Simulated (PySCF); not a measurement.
## Static response to an electric field

Compound: C4H9FO2S.
SMILES with atom numbers: `[CH3:1][CH2:2][S:3](=[O:4])(=[O:5])[CH2:6][CH2:7][F:8]` (hydrogens: H9, H10, H11 on C1; H12, H13 on C2; H14, H15 on C6; H16, H17 on C7)

Geometry (GFN2-xTB, Å), atoms numbered from 1 in this order:
```
atom  x, y, z in Å
C1     2.6664    0.5295    0.0626
C2     1.5150   -0.4026   -0.2473
S3    -0.0235    0.4488    0.2403
O4    -0.1994    1.6090   -0.5871
O5    -0.0218    0.6416    1.6632
C6    -1.3647   -0.7298   -0.1603
C7    -2.6582   -0.0505    0.2353
F8    -3.7340   -0.8639   -0.0287
H9     3.6201    0.0801   -0.2058
H10    2.6677    0.7623    1.1246
H11    2.5403    1.4566   -0.4913
H12    1.5586   -1.3206    0.3312
H13    1.4284   -0.6152   -1.3087
H14   -1.3316   -0.9323   -1.2271
H15   -1.2024   -1.6373    0.4145
H16   -2.6683    0.1641    1.3076
H17   -2.7997    0.8721   -0.3346
```

Level: PBE0/def2-SVPD (PySCF), static field, nuclei fixed, core orbitals frozen in the response. The polarisability tensor in these axes (au):

```
x   92.82  3.52 -0.55
y    3.52 70.03  1.11
z   -0.55  1.11 67.31
```

What are the eigenvalues, a third of the trace, and Δα (Δα² = ½Σ(αi − αj)² over the three pairs)?

Principal values 66.79, 70.02 and 93.36 au; mean 76.72 au = 11.37 Å³ = 12.65 × 10⁻⁴⁰ C²·m²/J; Δα = 25.11 au (33 % of the mean).

What is the dipole moment, and where does it point?

(2.50, -2.91, -1.45) D, 4.10 D in size, pointing from the negative to the positive side. Measured along this direction, the outermost atoms are H17 and H16 at the negative end and H9 at the positive end.

Directions of the eigenvectors, and the extent of the frame along each?

Largest value along (0.99, 0.15, -0.01), where the nuclei span 7.41 Å; middle along (-0.13, 0.91, 0.40), 2.52 Å; least along (0.07, -0.39, 0.92), 2.46 Å. 

Rayleigh depolarisation ratio (linearly polarised light, static tensor)?

ρ = 3Δα²/(45ᾱ² + 4Δα²) = 1891.1/(264888 + 2521.4) = 0.00707.

In a dilute gas of rigid molecules at 273 K, how does the orientational term μ²/3kT compare with the electronic polarisability?

In Gaussian units μ²/3kT = 148.60 Å³ against 11.37 Å³, a ratio of 13.07; the Debye molar polarisation (4π/3)N_A(α + μ²/3kT) is 403.5 cm³/mol, leaving out the vibrational part.

Traceless (Buckingham) quadrupole moment about the centre of nuclear charge: eigenvalues?

-6.68, -3.23, 9.90 D·Å. The values depend on the origin, since the dipole doesn't vanish. The electronic extent ⟨r²⟩ about the same centre is 1381 bohr², a root-mean-square distance of 2.29 Å for the 74 electrons.

One conformer (not necessarily the lowest) at the GFN2-xTB geometry, without solvent, vibrations or thermal averaging.
